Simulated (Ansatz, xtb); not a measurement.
CuFOSi: which of two structures lies lower

Structure X: a singlet given by its coordinates. Structure Y: `O=[Si](F)[Cu]`, a singlet. Both are isolated molecules in the gas phase, relaxed with r2SCAN-D4/def2-SVP.

X (Å):

```tsv
atom	x (Å)	y (Å)	z (Å)
Cu	0.1677	-1.3035	-2.6120
F	-1.3434	0.0844	-1.2323
O	-1.4288	-2.1678	-2.3870
Si	-2.3917	-1.2348	-1.4822
```

Close contacts (Å): Cu1–O3 1.83, Cu1–Si4 2.80, F2–Si4 1.70, O3–Si4 1.62.

Y (Å):

| atom | x (Å) | y (Å) | z (Å) |
| --- | --- | --- | --- |
| Cu | -1.8568 | -0.2930 | 0.4718 |
| F | -0.0554 | 1.0158 | -1.7394 |
| O | 1.4901 | -0.3244 | 0.1016 |
| Si | 0.0999 | 0.1141 | -0.3903 |

**Question.** Estimate which is lower in electronic energy at CCSD(T)/def2-TZVP, and by roughly how much.

**Answer.** The CCSD(T)/def2-TZVP calculation puts structure X lower, by 2.1 kcal/mol.

How the difference moves with the method:

```json
{"level": "r2SCAN-D4/def2-SVP", "geometry": "r2SCAN-D4/def2-SVP", "E(Y) − E(X) (kcal/mol)": "+2.9", "departure from the last row (kcal/mol)": "+0.8", "job, with rough time for the two": "optimisation, 35 s"}
{"level": "HF/def2-TZVP", "geometry": "r2SCAN-D4/def2-SVP", "E(Y) − E(X) (kcal/mol)": "+10.8", "departure from the last row (kcal/mol)": "+8.8", "job, with rough time for the two": "part of the CCSD(T) run"}
{"level": "MP2/def2-TZVP", "geometry": "r2SCAN-D4/def2-SVP", "E(Y) − E(X) (kcal/mol)": "−1.5", "departure from the last row (kcal/mol)": "−3.6", "job, with rough time for the two": "part of the CCSD(T) run"}
{"level": "CCSD(T)/def2-TZVP", "geometry": "r2SCAN-D4/def2-SVP", "E(Y) − E(X) (kcal/mol)": "+2.1", "departure from the last row (kcal/mol)": "", "job, with rough time for the two": "single point, 2 min"}
```

MP2/def2-TZVP puts the two in the other order. The largest departure from CCSD(T)/def2-TZVP is that of HF/def2-TZVP, 8.8 kcal/mol. Levels run at GFN2-xTB geometries aren't shown.

With harmonic frequencies from r2SCAN-D4/def2-SVP (ideal gas, rigid rotor, one conformer each, 298.15 K, 1 atm): the zero-point term adds +0.5 kcal/mol; ΔH is +2.5 and ΔG +2.6 kcal/mol.

The T1 diagnostic of structures X and Y is large, so the coupled-cluster value is less sure. The correlated steps freeze 12 core orbitals; the last core shell of Cu is correlated, in a basis made for valence electrons. Run with Ansatz 0.2.0; the last row on 1 thread of Intel(R) Xeon(R) Platinum 8488C (Sapphire Rapids) on a shared host.
